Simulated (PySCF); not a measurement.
## FTcN: from structure and modes to constants

Method: UPBE0/[Tc def2-TZVP with ECP28, N def2-TZVP, F def2-TZVP], scalar-relativistic core potentials, density fitting, no spin–orbit coupling, PySCF.

The quartet minimum has Cs symmetry. Masses (u): Tc 98.90722, N 14.00307, F 18.99840.

```xyz
3
charge 0 multiplicity 4, angstrom
Tc   -0.0913    0.0000   -0.1910
N    -1.5419    0.0000    0.5005
F     1.6117    0.0000    0.6217
```

Harmonic wavenumbers (cm⁻¹): 216.0 (a', ×1), 637.6 (a', ×1), 1136.3 (a', ×1).

(1) Find the principal moments of inertia and the rotational constants. What kind of rotor is it?

(2) What is the harmonic zero-point energy?

(3) Find the vibrational entropy and heat capacity at 298.15 K.

Answers

(1) About the centre of mass I = 13.053, 84.877, 97.93 u Å². With B = 16.8576/I this gives 1.292, 0.1986, 0.1721 cm⁻¹. The molecule is an asymmetric top with κ = -0.95.

(2) Half the sum of all 3 wavenumbers, 1990/2 = 995 cm⁻¹, which is 11.9 kJ/mol (1 cm⁻¹ = 0.0119627 kJ/mol).

(3) With u = 1.43878 ω/T, each mode gives S = R[u/(eᵘ−1) − ln(1−e⁻ᵘ)] and C = R u² eᵘ/(eᵘ−1)².
```csv
ω (cm⁻¹),u,S (J/(mol K)),C (J/(mol K))
216.0,1.042,8.34,7.60
637.6,3.077,1.63,3.99
1136.3,5.483,0.22,1.05
```
The sums over all modes are S = 10.2 and C = 12.6 J/(mol K); the softest mode gives 82 % of the entropy.

Only a few start shapes were tried, so a lower isomer may exist. With open d or f shells other occupations or spin states may lie lower.
